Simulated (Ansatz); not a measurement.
B₄H₂⁻. Charge -1, multiplicity 2. Geometry PBE0-D4/def2-TZVPD, basis def2-TZVPD, Ansatz.

Cartesian coordinates in Å:
```
B -0.585 0.458 -1.132
B -0.670 -0.510 0.140
B 0.584 -0.458 1.132
B 0.670 0.510 -0.140
H -1.100 0.863 -2.132
H 1.101 -0.863 2.132
```

```
run  HOMO (eV)  LUMO (eV)
  A       0.18       2.29
  B      -1.57       3.28
  C       0.51       1.89
  D      -2.94       4.17
  E      -0.48       2.63
  F       0.37       1.90
```

LC-ωPBE has ω = 0.4 bohr⁻¹. The structure comes from a short search, and lower isomers may exist.

HOMO and LUMO are taken over both spins.

**Question.** The runs used B97M-V, CAM-B3LYP, LC-ωPBE, PBE0, r2SCAN, revPBE. Estimate which is which.

**Answer.** A r2SCAN (0 % exact exchange); B CAM-B3LYP (range-separated); C revPBE (0 % exact exchange); D LC-ωPBE (range-separated); E PBE0 (25 % exact exchange); F B97M-V (0 % exact exchange). Exact exchange lowers occupied and raises empty levels; among semilocal functionals meta-GGAs tend to open the gap a little, and such runs are hard to tell apart. The gap grows from 1.38 eV (revPBE) to 7.11 eV (LC-ωPBE). At r2SCAN-D4/def2-TZVPD, revPBE-D4/def2-TZVPD, B97M-V/def2-TZVPD the highest occupied level of the charge -1 doublet lies above zero (up to 0.51 eV). By energy differences its removal costs 2.25 eV (vertical, to the charge 0 singlet, at CCSD(T)/def2-TZVPPD).
